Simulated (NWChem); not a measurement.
Species: AlH₃O₃; SMILES [OH][Al]([OH])[OH]

```xyz
7

Al     0.0000     0.0000     0.0000
O     -1.4712     0.8429     0.0000
H     -1.5335     1.7989     0.0000
O      1.4656     0.8526     0.0000
H      2.3247     0.4286     0.0000
O      0.0056    -1.6955     0.0000
H     -0.7912    -2.2276     0.0000
```
Atoms are numbered in this order, from 1.

Level: PBE0/def2-SVP (NWChem), optimised geometry, unscaled harmonic frequencies. 

| frequency (cm⁻¹) | IR intensity (km/mol) |
|---|---|
| 231 | 33.4 |
| 231 | 33.4 |
| 280 | 9.5 |
| 327 | 462.9 |
| 339 | 0.0 |
| 339 | 0.0 |
| 582 | 0.0 |
| 601 | 236.0 |
| 601 | 236.0 |
| 711 | 0.0 |
| 964 | 158.6 |
| 964 | 158.6 |
| 3988 | 145.4 |
| 3988 | 145.4 |
| 3990 | 0.0 |

```yaml
zero_point_energy: 25.9 kcal/mol
thermal correction to the enthalpy at 298.15 K (with zero-point energy): 30.3 kcal/mol
heat capacity Cv: 20.8 cal/(mol K)
entropy at 298.15 K and 1 atm (symmetry number 3): 72.9 cal/(mol K)
dipole_moment: 0.00 D
```

Rigid rotor and harmonic oscillator.
